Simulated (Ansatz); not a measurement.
Gas-phase electronic energies from Ansatz, PBE0-D4/def2-TZVP geometries. CBS: MP2 limit from def2 TZ/QZ plus the TZ coupled-cluster correction, frozen cores. DFT in def2-TZVPP. B3LYP here is the variant with VWN-RPA as its local correlation; programs differ in this. HSE06 is defined as in plane-wave codes. Each species was taken in one conformer, which may not be the lowest.

Reaction (cleavage of the Si–Si bond): `BS[SiH2][SiH2][SiH3]` + `BNC=C` → `BN(C=C)[SiH2][SiH3]` + `BS[SiH3]`

| level | ΔE (kJ/mol) | difference from CCSD(T)/CBS |
| --- | --- | --- |
| HSE06-D4 | 2.4 | 18.0 |
| ωB97X-V | -12.4 | 3.2 |
| ωB97M-V | -16.7 | -1.1 |
| B2PLYP | -15.5 | 0.1 |
| PBE-QIDH | -10.5 | 5.1 |
| PBE0 | 2.8 | 18.4 |
| B3LYP | -8.8 | 6.8 |
| r2SCAN0 | -6.4 | 9.2 |
| LC-ωPBE | -6.1 | 9.5 |
| RPA@PBE/def2-TZVPP | -21.1 | -5.5 |
| CCSD/def2-SVP | -9.8 | 5.8 |
| CCSD(T)/def2-SVP | -9.3 | 6.3 |
| HF/def2-TZVPP | -25.7 | -10.1 |
| CCSD/def2-TZVPP | -18.2 | -2.6 |
| SCS-MP2/def2-QZVPP | -26.0 | -10.4 |
| MP2/CBS(def2) | -22.7 | -7.1 |
| CCSD(T)/CBS | -15.6 | 0 |

Largest T1 diagnostic among the species: 0.015.

From PBE to PBE0 (25 % exact exchange), in def2-TZVPP and without D4, ΔE moves by −5.8 kJ/mol. At CCSD(T), def2-SVP lies +6.3 kJ/mol from the extrapolated value and def2-TZVPP −1.5 kJ/mol.
